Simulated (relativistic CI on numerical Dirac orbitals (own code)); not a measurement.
**How well does a small relativistic CI reproduce S⁺?**

Calculated at this level of theory: Dirac-Coulomb-Breit CI, separate exchange-only KLI orbitals for each configuration, QED by a radiative potential, valence Slater integrals scaled by 0.85, configuration energies shifted to the measured levels that pair with them (semi-empirical) (own radial code, finite nucleus).

CI space (outside the closed core [Ne]): 3s2 3p3, 3s 3p4, 3s2 3p2 3d, 3s2 3p2 4s, 3s2 3p2 4p, 3p5, 3s2 3p 3d2, 3s 3p3 3d, 3s2 3p2 5s, 3s2 3p2 4d, 3s2 3p2 5p, 3s2 3p 4s2, 3s2 3p2 4f, 3s2 3p 3d 4s, 3s2 3p2 5d, 3s2 3p2 5f, 3s2 3p2 5g, 3s2 3p 4s 4p, 3s2 3p 3d 4p, 3p3 3d2, 3s2 3p 4p2, 3s 3p3 4s. Levels of other configurations are missing.

```
Configuration  Term (tabulated)    J  Measured (cm⁻¹)  Computed  Error  Purity (%)
      3s2 3p3               4S°  3/2              0.0         0      0          97
      3s2 3p3               2D°  3/2          14852.9     15591    738          96
      3s2 3p3               2D°  5/2          14884.7     15626    741          96
      3s2 3p3               2P°  1/2          24524.8     23950   -575          95
      3s2 3p3               2P°  3/2          24571.5     23993   -579          95
       3s 3p4                4P  5/2          79395.4     79393     -3          82
       3s 3p4                4P  3/2          79756.8     79753     -4          82
       3s 3p4                4P  1/2          79962.6     79959     -3          82
       3s 3p4                2D  3/2          97890.7     99657   1767          63
       3s 3p4                2D  5/2          97918.9     99681   1762          63
   3s2 3p2 3d                2P  3/2         105599.1    106307    708          79
   3s2 3p2 3d                2P  1/2         106044.2    106719    675          79
   3s2 3p2 4s                4P  1/2         109560.7    109414   -146          99
   3s2 3p2 4s                4P  3/2         109831.6    109690   -141          99
   3s2 3p2 3d                4F  3/2         110177.0    109857   -320          98
   3s2 3p2 4s                4P  5/2         110268.6    110138   -131          99
   3s2 3p2 3d                4F  5/2         110313.4    109994   -320          98
   3s2 3p2 3d                4F  7/2         110508.7    110190   -318          98
   3s2 3p2 3d                4F  9/2         110766.6    110451   -316          98
   3s2 3p2 4s                2P  1/2         112937.6    112941      4          96
   3s2 3p2 4s                2P  3/2         113461.5    113458     -3          97
   3s2 3p2 3d                4D  1/2         114162.3    113991   -171          99
   3s2 3p2 3d                4D  3/2         114200.5    114029   -172          99
   3s2 3p2 3d                4D  5/2         114231.0    114083   -148          98
   3s2 3p2 3d                4D  7/2         114279.3    114153   -126          97
   3s2 3p2 3d                2F  5/2         114804.4    115683    878          98
   3s2 3p2 3d                2F  7/2         115285.6    116149    863          96
       3s 3p4                2S  1/2         119783.8    118719  -1065          57
   3s2 3p2 4s                2D  3/2         121528.7    122332    803          98
   3s2 3p2 4s                2D  5/2         121530.0    122331    801          98
   3s2 3p2 3d                2G  7/2         127127.1    127864    737         100
   3s2 3p2 3d                2G  9/2         127128.4    127853    725         100
   3s2 3p2 4p               4D°  1/2         127825.1    127409   -416          98
   3s2 3p2 4p               4D°  3/2         127976.3    127561   -416          98
   3s2 3p2 4p               4D°  5/2         128233.2    127820   -413          98
   3s2 3p2 4p               4D°  7/2         128599.2    128195   -404          99
   3s2 3p2 4p               4P°  1/2         129787.8    129234   -553          99
   3s2 3p2 4p               4P°  3/2         129858.2    129294   -564          90
   3s2 3p2 4p               4P°  5/2         130134.2    129597   -537          95
   3s2 3p2 3d                4P  5/2         130602.2    132410   1808          76
   3s2 3p2 4p               2D°  3/2         130641.1    130212   -429          90
   3s2 3p2 3d                4P  3/2         130818.9    132646   1827          76
   3s2 3p2 3d                4P  1/2         130948.9    132790   1841          76
   3s2 3p2 4p               2D°  5/2         131187.2    130767   -420          95
   3s2 3p2 4p               2P°  1/2         133268.7    132721   -547          98
   3s2 3p2 3d                2D  3/2         133360.9    133362      1          85
   3s2 3p2 4p               2P°  3/2         133400.0    132867   -533          98
   3s2 3p2 3d                2D  5/2         133814.8    133777    -37          84
   3s2 3p2 4s                2S  1/2         136328.8    138976   2648          96
   3s2 3p2 3d                2F  5/2         138509.2    138760    250          71
   3s2 3p2 3d                2F  7/2         138528.0    138803    275          72
   3s2 3p2 3d                2P  1/2         139845.0    139644   -201          89
   3s2 3p2 3d                2P  3/2         140016.8    139815   -201          89
   3s2 3p2 4p               2F°  5/2         140230.1    140634    404          93
   3s2 3p2 4p               2F°  7/2         140319.2    140723    404          99
```

Measured levels from NIST Handbook of Basic Atomic Spectroscopic Data (Sansonetti and Martin, J. Phys. Chem. Ref. Data 34, 1559 (2005)); pairs were made by configuration, J and term (by order where the table uses no LS term), so strongly mixed levels may be paired wrongly.

Mean error by configuration (cm⁻¹): 3s2 3p3 81; 3s 3p4 409; 3s2 3p2 3d 359; 3s2 3p2 4s 479; 3s2 3p2 4p -340. Over the excited levels the mean absolute error is 572 cm⁻¹ (54 of the 56 excited levels that our extract of the source holds in range could be paired, and the others can miss by more), and the median relative error of those above 1,000 cm⁻¹ is 0.32 %, both after the shifts were fitted to these levels, so that a configuration with one level shows no error.

Transition probabilities of persistent lines. The last column rescales the computed rate by the cube of measured over computed energy:

```tsv
λ measured (Å)	Lower	Upper	A tabulated (s⁻¹)	A computed	A rescaled
1250.58 vacuum	3s2 3p3 4S°_3/2	3s 3p4 4P_1/2	4.63e+07	2.76e+07	2.76e+07
1253.81 vacuum	3s2 3p3 4S°_3/2	3s 3p4 4P_3/2	4.62e+07	2.75e+07	2.75e+07
1259.52 vacuum	3s2 3p3 4S°_3/2	3s 3p4 4P_5/2	4.65e+07	2.72e+07	2.72e+07
5432.81 air	3s2 3p2 4s 4P_3/2	3s2 3p2 4p 4D°_5/2	6.80e+07	6.33e+07	6.62e+07
5453.83 air	3s2 3p2 4s 4P_5/2	3s2 3p2 4p 4D°_7/2	8.50e+07	7.95e+07	8.32e+07
5639.97 air	3s2 3p2 4s 2P_3/2	3s2 3p2 4p 2D°_5/2	6.60e+07	6.49e+07	6.97e+07
```

Configurations whose levels could be paired with our table of measured levels were shifted onto them, all but the ground configuration, by the median error of their levels; single terms can still be off by 1,000 to 2,000 cm⁻¹ or more, and rates follow the energies as ν³ (E1, M1) or ν⁵ (E2). The others borrow a shift and can be off by several thousand cm⁻¹ or more. The fine structure of a lone outer electron comes out too small, for d and f at times inverted, and misplaced configurations move strength between like terms. 54 of the 56 excited levels that our extract of the measured tables holds in this range could be paired (the sources list more); they are missed by 572 cm⁻¹ on average and 2648 at most, after the shifts were fitted to these levels, and levels without a partner can miss by more.

Shifts applied (cm⁻¹): 3s2 3p3 0; 3s 3p4 -7303; 3s2 3p2 3d -10092; 3s2 3p2 4s -9602; 3s2 3p2 4p -9562.
